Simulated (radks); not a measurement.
Values are calculated unless marked as measured or tabulated.
The thallium ion Tl+, configuration [Xe] 4f13 5d10 6s2 6p1 (not the ground configuration).

Level of theory: Dirac Kohn-Sham, PBE, spin-unpolarised, spherical densities, finite nucleus; open shells fill j = l - 1/2 first; Fermi nuclear charge, rms radius 5.4759 fm (a radial shooting solver on a logarithmic mesh with Libxc functionals).

Energy parts (hartree):
total: -20279.0147
kinetic: 23480.0689
electron-nucleus: -51159.8293
Hartree: 7781.3076
exchange-correlation: -380.5619

Orbitals (lengths in bohr, moments of r in powers of bohr; r(max) is where P^2 peaks):
\begin{tabular}{lrrrrrr}
orbital & occ. & eigenvalue (hartree) & r(max) & <r^4> & <1/r> & <r^2> \\ \hline
1s1/2 & 2 & -3140.555 & 0.01003 & 3.762e-07 & 99.36 & 0.0003691 \\
2s1/2 & 2 & -559.5828 & 0.05837 & 0.00005420 & 24.52 & 0.005551 \\
2p1/2 & 2 & -537.3732 & 0.04279 & 0.00003202 & 24.49 & 0.003912 \\
2p3/2 & 4 & -461.4804 & 0.05039 & 0.00005095 & 19.69 & 0.005096 \\
3s1/2 & 2 & -134.4068 & 0.1642 & 0.001961 & 8.997 & 0.03599 \\
3p1/2 & 2 & -124.3471 & 0.1531 & 0.001701 & 8.911 & 0.03273 \\
3p3/2 & 4 & -107.4762 & 0.1684 & 0.002394 & 7.658 & 0.03909 \\
3d3/2 & 4 & -90.80343 & 0.1310 & 0.001576 & 7.556 & 0.02987 \\
3d5/2 & 6 & -87.20149 & 0.1352 & 0.001745 & 7.275 & 0.03160 \\
4s1/2 & 2 & -30.74524 & 0.3691 & 0.04286 & 3.827 & 0.1724 \\
4p1/2 & 2 & -26.40077 & 0.3667 & 0.04526 & 3.719 & 0.1750 \\
4p3/2 & 4 & -22.26831 & 0.3978 & 0.06265 & 3.287 & 0.2062 \\
4d3/2 & 4 & -15.15978 & 0.3893 & 0.07245 & 3.091 & 0.2146 \\
4d5/2 & 6 & -14.38482 & 0.3988 & 0.07979 & 2.993 & 0.2253 \\
5s1/2 & 2 & -5.42229 & 0.8020 & 1.019 & 1.596 & 0.8417 \\
4f5/2 & 6 & -5.21303 & 0.3534 & 0.1213 & 2.657 & 0.2496 \\
4f7/2 & 7 & -5.03899 & 0.3577 & 0.1279 & 2.620 & 0.2563 \\
5p1/2 & 2 & -3.93748 & 0.8408 & 1.383 & 1.475 & 0.9662 \\
5p3/2 & 4 & -3.15781 & 0.9161 & 2.020 & 1.315 & 1.164 \\
5d3/2 & 4 & -1.09966 & 1.065 & 6.301 & 1.026 & 1.916 \\
5d5/2 & 6 & -1.00786 & 1.096 & 7.357 & 0.9876 & 2.061 \\
6s1/2 & 2 & -0.68265 & 1.975 & 52.91 & 0.5625 & 5.875 \\
6p1/2 & 1 & -0.39877 & 2.348 & 131.5 & 0.4511 & 9.029 \\
6p3/2 & 0 & -0.33472 & 2.634 & 206.2 & 0.3978 & 11.34 \\
\end{tabular}

The highest occupied level is 6p1/2 at -10.851 eV. Summed over all electrons, <r^2> = 56.74 bohr^2, which gives a Langevin (diamagnetic) susceptibility term of -44.9 x 10^-6 cm^3/mol. The electron density at the nucleus is 2.523e+06 e/bohr^3. The density falls to 0.001 e/bohr^3 at r = 4.17 bohr.
